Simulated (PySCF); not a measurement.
## Spinor energies of Os (osmium, neutral)

Start: [Xe] 4f14 5d8; 5d3/2 filled at m_j = -1/2, +1/2, +3/2; 5d5/2 filled at m_j = -3/2, -1/2, +1/2, +3/2, +5/2. Calculated with PySCF 2.14 in x2c-TZVPall-2c (11s11p10d2f, 108 functions): generalised Hartree-Fock with the X2C-1e Hamiltonian and a Gaussian nucleus; spin-orbit coupling (SO) screened by Boettger's factors. This is a chosen level, not necessarily the ground level.

```csv
spinor shell,electrons,"ε, screened SO (eV)",weight of nominal j (screened SO),"rms radius, screened SO (bohr)"
1s1/2,2,-74250.6,1.000,0.0201
2s1/2,2,-13070.7,1.000,0.0809
2p1/2,2,-12491.6,1.000,0.0687
2p3/2,4,-10954.7,1.000,0.0764
3s1/2,2,-3102.6,1.000,0.207
3p1/2,2,-2844.3,1.000,0.198
3p3/2,4,-2503.7,1.000,0.214
3d3/2,4,-2076.0,1.000,0.188
3d5/2,6,-2002.7,1.000,0.193
4s1/2,2,-685.35,1.000,0.459
4p1/2,2,-575.74,1.000,0.466
4p3/2,4,-494.78,1.000,0.499
4d3/2,4,-314.53,1.000,0.519
4d5/2,6,-299.10,1.000,0.530
5s1/2,2,-103.62,1.000,1.09
5p1/2,2,-67.630,0.873,1.14
4f5/2,6,-68.256,0.957,0.645
5p3/2,4,-54.928,0.998,1.30
5d3/2,3,-8.204,0.854,2.11
5d5/2,5,-6.831,0.891,2.27
```

Problem. Where does 4f7/2 lie, and what is the 4f spin-orbit splitting (screened SO)?

Solution. At -65.514 eV, 2.741 eV above 4f5/2.

```tsv
quantity	screened SO
E (hartree)	-17263.50480
M_J	4
⟨J²⟩	21.104
⟨L²⟩	21.151
⟨S²⟩	0.229
```

The determinant has a definite M_J but mixes levels of different J.

Each row is a mean over spinors that exchange with the open shell spreads, by up to 2.537 eV (5d5/2).

Rows whose weight is well below 1 are mixtures of j = l ± 1/2: exchange outweighs spin-orbit coupling there, and the label is only the starting occupation.

Breit and QED terms are absent; they matter most for the inner s and p1/2 levels.

Densities and radii are taken from the X2C orbitals without a picture-change correction, which distorts them close to the nucleus.
